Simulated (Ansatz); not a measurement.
Species: cyclopenta-1,4-dien-1-ylsilane, C$_{5}$H$_{8}$Si, net charge 0, singlet state. SMILES: C1=CC(=CC1)[SiH3]
Geometry from a B3LYP-D3(BJ)/def2-TZVP (Ansatz, a program for electronic structure) optimisation:
```xyz
14

Si     2.1044    -0.0116    -0.0455
C      0.2472     0.0059     0.0008
C     -0.5171     0.8509     0.7271
C     -1.9707     0.5573     0.5039
C     -1.9372    -0.5877    -0.4633
C     -0.6599    -0.8920    -0.7418
H      2.6316    -1.3240     0.4034
H      2.6006     0.2193    -1.4247
H      2.6247     1.0526     0.8441
H     -0.1595     1.6331     1.3814
H     -2.4825     0.2967     1.4383
H     -2.5052     1.4260     0.1005
H     -2.8177    -1.0726    -0.8576
H     -0.3270    -1.6753    -1.4087
```
Charge 0, spin multiplicity 1.

Property: atomisation energy (electronic, to ground-state atoms), in kcal/mol. Correlated levels leave the core frozen unless marked. UHF or UKS for open shells. Spin-orbit coupling is left out. Non-relativistic. The coupled-cluster limit lacks core correlation, which all-electron functionals hold. CBS(X,Y): correlation extrapolated as X^-3; Hartree-Fock from the larger set.

```
level                               program  atomisation energy (kcal/mol)
---------------------------  --------------  -----------------------------
HF/cc-pV(T+d)Z                       Ansatz                         1041.7
PBE0/def2-QZVPP                      Ansatz                         1398.7
BHLYP-D3(BJ)/def2-TZVPD      Ansatz + dftd3                         1358.7
B2GP-PLYP-D3(BJ)/def2-TZVPD  Ansatz + dftd3                         1378.3
```

Task: Predict the CCSD(T)/CBS(cc-pV(T+d)Z,cc-pV(Q+d)Z) result (Ansatz).

Result: 1389.8 kcal/mol
